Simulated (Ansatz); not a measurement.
The lowest singlet and triplet of CH4Si (SMILES C=[SiH2]); geometries from B3LYP-D3(BJ)/def2-TZVP, each state relaxed from the structure named, with no frequency check.
Singlet at the triplet's geometry (charge 0, multiplicity 1):
```xyz
6

C     -1.214    -0.107     0.150
Si     0.595     0.088    -0.153
H     -1.971     0.189    -0.566
H     -1.606    -0.532     1.071
H      1.302    -1.223    -0.128
H      1.230     0.979     0.858
```

```tsv
level	gap E(singlet) − E(triplet), vertical, at the triplet's geometry (kcal/mol)	cost
U-HF/cc-pV(D+d)Z (spin-contaminated)	0.47	-
U-HF/cc-pV(T+d)Z (spin-contaminated)	0.46	-
R-PBE/def2-TZVPP	22.66	×1
U-r2SCAN/def2-TZVPP (spin-contaminated)	0.28	×4
R-B3LYP/def2-TZVPP	26.95	×0.9
U-PBE0/def2-TZVPP (spin-contaminated)	0.43	×2
U-wB97X-V/def2-TZVPP (spin-contaminated)	0.55	×7
R-wB97M-V/def2-TZVPP	27.75	×3
R-MP2/cc-pV(D+d)Z	27.75	-
U-MP2/cc-pV(T+d)Z (spin-contaminated)	0.66	-
R-SCS-MP2/cc-pV(D+d)Z	26.43	-
U-SCS-MP2/cc-pV(D+d)Z (spin-contaminated)	0.85	-
R-CCSD/cc-pV(D+d)Z	19.09	-
U-CCSD/cc-pV(D+d)Z (spin-contaminated)	0.74	-
U-CCSD/cc-pV(T+d)Z (spin-contaminated)	0.70	-
R-CCSD(T)/cc-pV(D+d)Z	2.81	×1
R-CCSDT/cc-pV(D+d)Z	2.61	-
SA-CASSCF(2,2)/cc-pV(D+d)Z	2.31	-
FIC-NEVPT4(SD) on SA-CASSCF(2,2)/cc-pV(T+d)Z	1.50	-
FIC-MRCISD+Q on SA-CASSCF(2,2)/cc-pV(T+d)Z	1.48	-
```

The rows run from 0.28 (U-r2SCAN/def2-TZVPP (spin-contaminated)) to 27.75 kcal/mol (R-MP2/cc-pV(D+d)Z). In cc-pV(D+d)Z the value moves R-MP2 27.75, R-CCSD 19.09, R-CCSD(T) 2.81, a shift of -24.94 from R-MP2 to R-CCSD(T). The 3 R-functionals in def2-TZVPP without D3 or D4 span 5.09, from R-PBE to R-wB97M-V.

A positive gap puts the triplet lower; no zero-point energy. R- takes a restricted singlet. U- takes an unrestricted singlet (broken symmetry where lower, unprojected). The triplet is unrestricted in single-reference levels. Active spaces average the two states.

Frozen-core correlation.

Doubts at one or more of the structures used: a restricted determinant that unrestricted orbitals would lower (R-PBE/def2-TZVPP, R-B3LYP/def2-TZVPP, R-wB97M-V/def2-TZVPP, R-MP2/cc-pV(D+d)Z, R-SCS-MP2/cc-pV(D+d)Z, R-CCSD/cc-pV(D+d)Z, R-CCSD(T)/cc-pV(D+d)Z, R-CCSDT/cc-pV(D+d)Z); other coupled-cluster roots lie near (R-CCSD/cc-pV(D+d)Z, R-CCSD(T)/cc-pV(D+d)Z, R-CCSDT/cc-pV(D+d)Z); T1 above 0.05 (R-CCSDT/cc-pV(D+d)Z).

The values were computed with Ansatz (Gaussian basis) for Hartree–Fock, density functionals and correlated methods. 

Costs are rough ratios of core time to R-PBE/def2-TZVPP (about 6 s over the structures, on one shared machine); a dash marks a level with no comparable run of its own.

Ansatz is a quantum-chemistry and plane-wave program.
